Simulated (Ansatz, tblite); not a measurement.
Removing and adding an electron: `CC(C)(C)OS(=O)(=O)CC(F)(F)C(F)F`. The state is a singlet with charge 0. Geometry: r2SCAN-D4/def2-SVP. Ansatz, gas phase; energy differences of separate SCF runs; the oxidised species was run as a doublet alone; the reduced species was run as a doublet alone.

```xyz
27

C    -0.4992   -2.4234    1.2092
C    -0.0521   -1.7118   -0.0613
C    -1.0212   -1.9299   -1.2132
C     1.3756   -2.0718   -0.4546
O    -0.1797   -0.2483    0.1759
S     0.9911    0.6021    0.9020
O     2.0759    0.9061   -0.0236
O     1.3054    0.0372    2.2140
C     0.0141    2.0921    1.1848
C    -0.8125    2.6665    0.0467
F    -1.2660    3.8834    0.4807
F    -1.9000    1.9039   -0.2059
C    -0.1112    2.9360   -1.2902
F     1.0497    3.5823   -1.0475
F     0.1415    1.7820   -1.9339
H    -0.5022   -3.5124    1.0448
H    -1.5182   -2.1100    1.4832
H     0.1774   -2.1923    2.0439
H    -2.0306   -1.5939   -0.9317
H    -0.6981   -1.3578   -2.0957
H    -1.0625   -2.9989   -1.4723
H     1.7075   -1.4795   -1.3194
H     1.4131   -3.1401   -0.7181
H     2.0769   -1.9008    0.3761
H    -0.6661    1.8679    2.0194
H     0.7556    2.8390    1.5036
H    -0.7641    3.5723   -1.9166
```

The xTB rows come from tblite. HOMO above LUMO, or a gap near zero within one spin, warns that the state may not be the lowest or that an electron is smeared out.

(1) Estimate orbital energies and vertical ionisation energies and electron affinities at: GFN1-xTB; GFN2-xTB; PBE-D4/def2-SVP; PBE0-D4/def2-SVP.

Results:

(1) 
```csv
level,−HOMO (eV),vertical IE (eV),−LUMO (eV),vertical EA (eV),HOMO–LUMO gap (eV),IE − EA (eV),remarks
GFN1-xTB,13.18,15.67,6.90,3.80,6.27,11.87,–
GFN2-xTB,11.95,14.45,5.06,2.14,6.89,12.31,–
PBE-D4/def2-SVP,6.58,9.49,-0.02,-2.12,6.60,11.61,"HOMO above zero (-1 doublet), gap within one spin near zero (+1 doublet), gap within one spin near zero (-1 doublet)"
PBE0-D4/def2-SVP,8.32,10.25,-1.07,-2.49,9.39,12.75,HOMO above zero (-1 doublet)
```

Relaxing the oxidised species (r2SCAN-D4/def2-SVP) changes its energy by -0.20 eV at PBE-D4/def2-SVP, so the adiabatic ionisation energy to this nearest minimum is 9.29 eV. At PBE0-D4/def2-SVP it is 9.89 eV.     A HOMO above zero means that the electron is unbound at that level or that self-interaction error raises the level; the energy of removing that electron tells which. Raw xTB energy differences between charge states are shifted by several eV; the methods need an empirical correction for them. Sets without diffuse functions give affinities that are too small. A negative affinity means that the extra electron isn't bound; its size then hangs on the basis.
